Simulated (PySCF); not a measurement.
Species: C₅H₆F₂O₂.
SMILES with atom numbers: `[F:1][C@@H:2]1[O:3][CH2:4][C@@:5]12[CH2:6][O:7][C@@H:8]2[F:9]` (hydrogens: H10 on C2; H11, H12 on C4; H13, H14 on C6; H15 on C8)

The same species was optimised twice, with GFN2-xTB and with PBE0-D3(BJ)/def2-SVP (PySCF), and the same property calculations (PySCF, gas phase) were run on both structures.

```tsv
coordinate	GFN2-xTB	PBE0-D3(BJ)/def2-SVP	change
F1–C2 (Å)	1.367	1.359	-0.008
C4–C5 (Å)	1.529	1.523	-0.006
C8–F9 (Å)	1.366	1.360	-0.006
C5–C6 (Å)	1.529	1.524	-0.005
C5–C8 (Å)	1.532	1.528	-0.004
C6–O7 (Å)	1.434	1.431	-0.003
C2–C5 (Å)	1.530	1.527	-0.003
O7–C8 (Å)	1.396	1.394	-0.002
O3–C4 (Å)	1.437	1.435	-0.002
C2–O3 (Å)	1.393	1.391	-0.002
C4–C5–C6 (°)	124.9	126.3	+1.4
C2–C5–C8 (°)	122.1	120.8	-1.3
C2–C5–C6 (°)	123.8	124.7	+0.9
C4–C5–C8 (°)	122.7	122.0	-0.7
F1–C2–C5 (°)	113.1	113.7	+0.6
C2–O3–C4 (°)	92.9	92.5	-0.4
C6–O7–C8 (°)	93.0	92.6	-0.4
O3–C4–C5 (°)	90.6	91.0	+0.4
```

Rotational constants: A = 2604, B = 1310, C = 1304 MHz (GFN2-xTB) against A = 2601, B = 1328, C = 1312 MHz (PBE0-D3(BJ)/def2-SVP). Point groups within 0.08 Å: C1 and C1.

On the GFN2-xTB structure: isotropic polarisability (au) 62.1 [CAM-B3LYP/def2-SVPD]; HOMO (eV) -10.18 [CAM-B3LYP/def2-SVPD]; LUMO (eV) 1.07 [CAM-B3LYP/def2-SVPD]; dipole (D) 2.60 [CAM-B3LYP/def2-SVPD]; HOMO (eV) -8.55 [PBE0/pcSseg-1]; LUMO (eV) 1.16 [PBE0/pcSseg-1]; dipole (D) 2.49 [PBE0/pcSseg-1]; GIAO shielding of F1 (ppm) 303.8 [PBE0/pcSseg-1]; GIAO shielding of C2 (ppm) 68.3 [PBE0/pcSseg-1]; GIAO shielding of O3 (ppm) 250.7 [PBE0/pcSseg-1]; GIAO shielding of C4 (ppm) 114.4 [PBE0/pcSseg-1]; GIAO shielding of C5 (ppm) 132.7 [PBE0/pcSseg-1]; GIAO shielding of C6 (ppm) 111.6 [PBE0/pcSseg-1]; GIAO shielding of O7 (ppm) 246.8 [PBE0/pcSseg-1]; GIAO shielding of C8 (ppm) 70.9 [PBE0/pcSseg-1].

What do these properties become on the PBE0-D3(BJ)/def2-SVP structure?

| property | level | on GFN2-xTB | on PBE0-D3(BJ)/def2-SVP | change |
| --- | --- | --- | --- | --- |
| isotropic polarisability (au) | CAM-B3LYP/def2-SVPD | 62.1 | 62.4 | +0.3 |
| HOMO (eV) | CAM-B3LYP/def2-SVPD | -10.18 | -10.11 | +0.07 |
| LUMO (eV) | CAM-B3LYP/def2-SVPD | 1.07 | 1.06 | -0.01 |
| dipole (D) | CAM-B3LYP/def2-SVPD | 2.60 | 2.68 | +0.08 |
| energy, GFN2-xTB geometry as zero (kcal/mol) | CAM-B3LYP/def2-SVPD | 0.0 | 0.2 | +0.2 |
| HOMO (eV) | PBE0/pcSseg-1 | -8.55 | -8.49 | +0.06 |
| LUMO (eV) | PBE0/pcSseg-1 | 1.16 | 1.15 | -0.01 |
| dipole (D) | PBE0/pcSseg-1 | 2.49 | 2.56 | +0.07 |
| energy, GFN2-xTB geometry as zero (kcal/mol) | PBE0/pcSseg-1 | 0.0 | 0.1 | +0.1 |
| GIAO shielding of F1 (ppm) | PBE0/pcSseg-1 | 303.8 | 304.5 | +0.7 |
| GIAO shielding of C2 (ppm) | PBE0/pcSseg-1 | 68.3 | 69.4 | +1.1 |
| GIAO shielding of O3 (ppm) | PBE0/pcSseg-1 | 250.7 | 252.5 | +1.8 |
| GIAO shielding of C4 (ppm) | PBE0/pcSseg-1 | 114.4 | 115.2 | +0.8 |
| GIAO shielding of C5 (ppm) | PBE0/pcSseg-1 | 132.7 | 134.4 | +1.7 |
| GIAO shielding of C6 (ppm) | PBE0/pcSseg-1 | 111.6 | 111.4 | -0.2 |
| GIAO shielding of O7 (ppm) | PBE0/pcSseg-1 | 246.8 | 248.9 | +2.1 |
| GIAO shielding of C8 (ppm) | PBE0/pcSseg-1 | 70.9 | 71.9 | +1.0 |

The heavy atoms differ by 0.032 Å rms after alignment. Among bonds between heavy atoms F1–C2 changes most (-0.008 Å). Changes are differences of the printed values. Neither structure is proved a minimum here.
